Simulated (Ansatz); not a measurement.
A structure relaxed at B3LYP-D4/def2-SVP in Ansatz, charge 0, doublet:

```xyz
7

Al   -0.372    1.490   -1.929
Al   -1.264   -0.664   -0.332
Al    0.845   -0.822    1.589
Al    1.367    1.177   -0.154
P    -2.221    0.294   -2.121
P     2.603    0.580    1.561
P    -0.958   -2.056    1.386
```

(1) Give its formula and point group.

(2) Summarise the bond lengths by kind (pairs closer than 1.2 times the sum of covalent radii, bridged metal pairs left out).

Results:

(1) the cluster Al4P3. Point group Cs (tolerance 0.1 Å).

(2) 6 × Al–P 2.19 to 2.25 Å; 1 × Al–Al 2.50 Å.

Another isomer (doublet) lies 0.17 eV lower at PBE0-D4/def2-TZVP; other spin states weren't run for this one.
